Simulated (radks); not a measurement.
All-electron atom: the thulium ion Tm+ in [Xe] 4f13 6s1.

Calculated with a radial shooting solver on a logarithmic mesh with Libxc functionals: scalar-relativistic Kohn-Sham, LDA (Slater exchange, Perdew-Wang correlation), spin-polarised, spherical densities, point nucleus; open shells are filled with parallel spins first (spin-orbit coupling, left out, can overturn this in heavy ions).

Energy parts (hartree):
total: -13558.7958
kinetic: 14735.8894
electron-nucleus: -33319.0801
Hartree: 5300.9478
exchange-correlation: -276.5529

Orbitals (lengths in bohr, moments of r in powers of bohr; r(90%) holds 90 % of the orbital's charge):
\begin{tabular}{lrrrrr}
orbital & occ. & eigenvalue (hartree) & <1/r> & r(90%) & <r^4> \\ \hline
1s up & 1 & -2177.244 & 79.05 & 0.0363 & 8.092e-07 \\
1s down & 1 & -2177.243 & 79.05 & 0.0363 & 8.092e-07 \\
2s up & 1 & -367.5794 & 18.41 & 0.132 & 0.0001251 \\
2s down & 1 & -367.5784 & 18.41 & 0.132 & 0.0001251 \\
2p up & 3 & -324.6991 & 16.96 & 0.123 & 0.00009550 \\
2p down & 3 & -324.6983 & 16.96 & 0.123 & 0.00009550 \\
3s up & 1 & -82.78792 & 6.794 & 0.324 & 0.004710 \\
3s down & 1 & -82.77136 & 6.795 & 0.324 & 0.004708 \\
3p up & 3 & -69.80524 & 6.338 & 0.330 & 0.004983 \\
3p down & 3 & -69.78874 & 6.339 & 0.330 & 0.004981 \\
3d up & 5 & -53.74783 & 6.008 & 0.311 & 0.003894 \\
3d down & 5 & -53.73492 & 6.008 & 0.311 & 0.003891 \\
4s up & 1 & -16.49699 & 2.874 & 0.716 & 0.1144 \\
4s down & 1 & -16.46429 & 2.874 & 0.716 & 0.1144 \\
4p up & 3 & -12.22882 & 2.626 & 0.770 & 0.1520 \\
4p down & 3 & -12.19667 & 2.625 & 0.770 & 0.1521 \\
4d up & 5 & -6.56152 & 2.319 & 0.861 & 0.2366 \\
4d down & 5 & -6.53009 & 2.319 & 0.861 & 0.2371 \\
4f up & 7 & -0.38158 & 1.692 & 1.41 & 3.016 \\
4f down & 6 & -0.35338 & 1.687 & 1.42 & 3.073 \\
5s up & 1 & -2.22493 & 1.080 & 1.78 & 4.376 \\
5s down & 1 & -2.20810 & 1.079 & 1.78 & 4.385 \\
5p up & 3 & -1.24978 & 0.8882 & 2.18 & 9.817 \\
5p down & 3 & -1.23482 & 0.8880 & 2.18 & 9.707 \\
6s up & 1 & -0.35864 & 0.3559 & 5.11 & 290.9 \\
6s down & 0 & -0.32818 & 0.3534 & 5.22 & 315.5 \\
\end{tabular}

The highest occupied level is 4f down at -9.616 eV. For comparison, the ionisation energy in NIST's Atomic Spectra Database is 12.07 eV (semi-empirical). In exact Kohn-Sham theory the highest level is minus the ionisation energy, but local and semilocal functionals leave it too shallow, through self-interaction and a potential that decays too fast; potentials with the right tail come closer. Summed over all electrons, <r^2> = 51.11 bohr^2, which gives a Langevin (diamagnetic) susceptibility term of -40.5 x 10^-6 cm^3/mol. The density falls to 0.001 e/bohr^3 at r = 4.34 bohr.
